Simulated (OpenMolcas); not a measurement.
# Co: terms and fine structure

```yaml
Program: OpenMolcas
Method: CASSCF
Basis: ANO-RCC-VTZP [6s5p3d2f1g]
Scalar_Hamiltonian: DKH2, point nucleus
Active_space: 9 electrons in 6 orbitals (3d 4s)
State_averaging: 2S+1 = 4 even, 20 roots; 2S+1 = 2 even, 40 roots kept (CI in the orbitals of an earlier block)
Spin-orbit_coupling: RASSI with atomic mean-field integrals over the reference wave functions, term energies averaged over their components
```

Spin-free terms above the lowest, with the occupations of the reference:

| Configuration | Term | E (cm⁻¹) | Occupations |
| --- | --- | --- | --- |
| 3d⁷ 4s² | ⁴F | 0.0 | 3d 7.00 4s 2.00 |
| 3d⁸ 4s | ⁴F | 12353 | 3d 8.00 4s 1.00 |
| 3d⁷ 4s² | ²G | 17253 | 3d 7.00 4s 2.00 |
| 3d⁷ 4s² | ⁴P | 17320 | 3d 7.00 4s 2.00 |
| 3d⁸ 4s | ²F | 17775 | 3d 8.00 4s 1.00 |
| 3d⁷ 4s² | ²P | 22816 | 3d 7.02 4s 1.98 |
| 3d⁷ 4s² | ²H | 23050 | 3d 7.00 4s 2.00 |
| 3d⁷ 4s² | ²D | 24765 | 3d 7.06 4s 1.94 |

With spin-orbit coupling, above the lowest level:

```
Configuration  Term     J  E (cm⁻¹)  Measured (cm⁻¹)      g  Term weight %  Second
      3d⁷ 4s²    ⁴F   9/2       0.0              0.0  1.334            100        
      3d⁷ 4s²    ⁴F   7/2       772              816  1.238            100        
      3d⁷ 4s²    ⁴F   5/2      1342             1407  1.029            100        
      3d⁷ 4s²    ⁴F   3/2      1733             1809  0.399            100        
       3d⁸ 4s    ⁴F   9/2     12388             3483  1.334            100        
       3d⁸ 4s    ⁴F   7/2     13097             4143  1.238             99        
       3d⁸ 4s    ⁴F   5/2     13675             4690  1.028            100        
       3d⁸ 4s    ⁴F   3/2     14090             5076  0.400            100        
      3d⁷ 4s²    ²G   9/2     17670                   1.109             98        
      3d⁷ 4s²    ⁴P   5/2     17835            13795  1.600            100        
      3d⁷ 4s²    ⁴P   3/2     18090            14036  1.722             97    3 ²P
       3d⁸ 4s    ²F   7/2     18097             7442  1.144             99        
      3d⁷ 4s²    ²G   7/2     18415                   0.889            100        
      3d⁷ 4s²    ⁴P   1/2     18447            14399  2.646             99        
       3d⁸ 4s    ²F   5/2     19206             8461  0.859             99        
      3d⁷ 4s²    ²P   3/2     23235                   1.283             85   12 ²D
      3d⁷ 4s²    ²H  11/2     23582                   1.091            100        
      3d⁷ 4s²    ²P   1/2     23998                   0.691             99        
      3d⁷ 4s²    ²H   9/2     24231                   0.912             98        
      3d⁷ 4s²    ²D   5/2     25291                   1.201            100        
      3d⁷ 4s²    ²D   3/2     26384                   0.862             88   11 ²P
```

Against the 12 measured excited levels shown (NIST Handbook of Basic Atomic Spectroscopic Data) the mean absolute deviation is 5800 cm-1; the largest miss in energy is 3d⁸ 4s ²F_5/2: computed 19206, measured 8461 cm⁻¹ (+127.0 %), and the largest in proportion 3d⁸ 4s ⁴F_9/2 (+255.7 %). Levels of one J stand in another order than measured, so their pairing by name is doubtful.

Spin-orbit coupling puts the lowest level 781 cm⁻¹ below the lowest spin-free term.

For ⁴F the intervals divided by the larger J are -156.2, -162.7, -171.6 cm-1. Landé's interval rule makes them equal in pure LS coupling; they differ by 9 % of their mean. The multiplet is inverted.

Without dynamic correlation excited terms often stand tens of per cent too high (terms of higher spin than the ground term too low), and those without a measured partner can miss by more than the paired ones. Terms from blocks run as CI alone lack orbitals of their own. A single d shell beside an s shell can misplace configurations of different d count against each other. Computed and measured levels are paired by configuration, term and J; levels that our copy of the source lacks, or whose pairing is in doubt (as where it misses far off the trend of its configuration), stay unpaired and out of the deviations. Only configurations of the active space appear. The first state left out of the spin-orbit step lies near 35000 cm-1 above the lowest spin-free state of the reference (among the parities and spins computed), and the list stops at four fifths of that energy or lower.

The RASSCF and RASSI steps took 13 s on 1 thread of AMD EPYC 9R45 96-Core Processor (Zen 5) (shared host); the integral step is not counted.

The term weight is that of the spin-free term in the level, not the purity of its configuration.
